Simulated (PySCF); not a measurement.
## [Ho(H2O)2]3+: from a saddle point downhill

PySCF 2.14.0, RKS PBE0, Ho lcecp-1-SVP with ECP56, O def2-SVP, H def2-SVP; non-relativistic Hamiltonian with scalar-relativistic core potentials where named; density fitting; no spin-orbit coupling. Relaxed within the symmetry of its start, the geometry (D2d) is

```xyz
7

Ho    0.0000    0.0000    0.0000
O     0.0000    0.0000    2.2320
H     0.5461    0.5461    2.8575
H    -0.5461   -0.5461    2.8575
O     0.0000    0.0000   -2.2320
H     0.5461   -0.5461   -2.8575
H    -0.5461    0.5461   -2.8575
```

and its lowest harmonic modes are -67, -67, 150, 428, 430, 659 cm⁻¹ (negative: unstable). It was moved along the lowest mode and relaxed again.

**Question.** Where does it end, and how much lower?

**Answer.** In nearly Cs, 0.206 eV lower, after 36 steps:
```xyz
7

Ho   -0.8711   -0.7204   -0.0238
O     0.1168    0.0493    1.7762
H     0.8884    0.6723    1.8452
H    -0.0999   -0.1396    2.7291
O     0.1779    0.1031   -1.7709
H     0.9520   -0.2756   -2.2684
H    -0.0315    0.9272   -2.2874
```

**Question.** How do the contacts change?

**Answer.** 
```
     contact  saddle (Å)  end (Å)
Ho1–O2 (H2O)       2.232    2.193
Ho1–O5 (H2O)       2.232    2.198
```


**Question.** Is the end a minimum?

**Answer.** Yes, as far as the noise of the softest modes lets one tell (those above −25 cm⁻¹ count as noise); lowest modes -14, 73, 172, 443, 448, 666 cm⁻¹.

An lcecp potential fixes the number of 4f electrons, so in runs with it no electron can move into or out of that shell.

State: singlet in the valence, with the 4f electrons in the core potential.
